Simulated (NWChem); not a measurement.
Species: InHClF; SMILES [F][InH][Cl]

```xyz
4

In    -0.3132    -0.3615     0.0000
H     -1.9082    -0.9888     0.0000
F      1.2870    -1.5155     0.0000
Cl     0.3336     1.9025     0.0000
```
Atoms are numbered in this order, from 1.

Computed with NWChem. Coordinates come from a PBE-D3(BJ)/def2-SVP optimisation. def2 effective core potentials on In; no spin-orbit coupling. Ions are spin-unrestricted doublets at the neutral geometry; other ion states weren't tried. Functional: LC-ωPBE (HJS hole) with def2-SVP; rows give the range parameter ω in 1/bohr.

```csv
range parameter (1/bohr),"vertical ionisation energy, ΔSCF (eV)",−ε(HOMO) (eV),ΔSCF minus −ε(HOMO) (eV)
0.10,11.18,8.85,2.33
0.20,11.27,10.07,1.20
0.30,(withheld),(withheld),(withheld)
0.60,12.74,12.48,0.26
0.80,12.87,12.88,-0.01
```

Problem. Fill in the missing entries.

Solution. 
- 0.30, vertical ionisation energy, ΔSCF (eV): 11.55
- 0.30, −ε(HOMO) (eV): 10.99
- 0.30, ΔSCF minus −ε(HOMO) (eV): 0.56
